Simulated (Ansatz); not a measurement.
Ideal-gas functions of GeH4Te, SMILES `[GeH3][TeH]` at 500 K and 1 bar, from an Ansatz frequency run at PBE0-D4/def2-TZVP.

Molar mass 204.24 g/mol, point group Cs (symmetry number 1), electronic degeneracy 1, moments of inertia 9.118, 320.364, 323.111 u Å². Harmonic wavenumbers (cm⁻¹, unscaled): 127, 239, 427, 512, 624, 802, 868, 881, 2152, 2155, 2162, 2174.

Use S(trans) = R[1.5 ln M + 2.5 ln T − 1.1517]; rotational temperatures θ = 24.2544 K / I; S(rot) = R[ln(√π/σ · √(T³/θAθBθC)) + 1.5]; for each mode x = 1.438777 ν̃/T, S = R[x/(eˣ − 1) − ln(1 − e⁻ˣ)] and H = RT x/(eˣ − 1); 1 cm⁻¹ = 0.0119627 kJ/mol; R = 8.31446 J/(mol·K).

Problem. By hand: the entropy, in J/(mol·K).

Solution. Translation 185.9. Rotation: θ = 2.6601, 0.0757, 0.0751 K, giving 112.2. Vibration, mode by mode: 16.73, 11.59, 7.11, 5.81, 4.48, 2.99, 2.58, 2.50, 0.12, 0.12, 0.12, 0.12, in all 54.3. Electronic 0.0. Sum 352.4 J/(mol·K).

Problem. By hand: H − E and G − E in kJ/mol, counted from the electronic energy.

Solution. Zero-point energy ½ × 13123 × 0.0119627 = 78.5; thermal vibration 14.9; translation, rotation and pV give 4 RT = 16.6. H − E = 110.0 kJ/mol, and G − E = 110.0 − 500 × 352.4/1000 = -66.2 kJ/mol.

Vibration gives 15 % of the entropy, 16.7 J/(mol·K) of it from the mode under 150 cm⁻¹: soft modes count most, and the harmonic formula is weakest for them.
